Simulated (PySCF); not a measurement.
BiBr2, doublet, geometry from GFN2-xTB (such geometries of metal compounds can be far from the true shape) (the spin is typed, not shown lowest) (core potentials on Bi). Base run: M062X/def2-SV(P) in PySCF.

Input for PySCF:
```python
from pyscf import gto, scf, dft

mol = gto.M(
    atom='''
Bi    0.687662    0.361527    0.230007
Br   -1.163655    1.022137   -1.511829
Br   -0.467088   -1.879472    0.966383
''',
    basis='def2-sv(p)',
    ecp={'Bi': 'def2-sv(p)'},
    charge=0,
    spin=1,
    verbose=4,
)

mf = dft.UKS(mol)
mf.xc = 'm062x'
mf.kernel()
mf.analyze()
```

The base run was repeated with changes; each row names its change, and settings that it needs were set with it.

```csv
change,ΔE vs base (mEh),fitting functions,dipole (D),outcome
base,0.000,-,4.39,converged
auxbasis = even-tempered beta=3.0,-16.483,514,4.41,converged
"exchange = seminumerical (SGX) (with mf = sgx.sgx_fit(mf, auxbasis='def2-universal-jfit'); with mf.with_df.dfj = True)",-0.277,174,4.39,converged
auxbasis = def2-svp-ri,-,-,-,input refused
auxbasis = cc-pvtz-ri,-,-,-,input refused
auxbasis = autoaux,0.094,833,4.39,converged
auxbasis = def2-universal-jkfit,0.070,783,4.39,converged
auxbasis = def2-universal-jfit,24896.5,174,4.16,converged
only_dfj = on; auxbasis = def2-universal-jfit,-0.245,174,4.39,converged
auxbasis = even-tempered beta=1.6,0.064,1135,4.39,converged
```

A fitting set is made for a task (jfit for Coulomb, jkfit for Coulomb and exchange, ri for correlation) and for a family of orbital bases.

Open shells are given as the SCF converged; they aren't shown to be the lowest states, and a large step between rows can be another state.

- auxbasis = def2-svp-ri: ended with `pyscf.lib.exceptions.BasisNotFoundError: Basis set not found for Bi in def2-svp-ri`
- auxbasis = cc-pvtz-ri: ended with `pyscf.lib.exceptions.BasisNotFoundError: Basis set not found for Bi in cc-pvtz-ri`
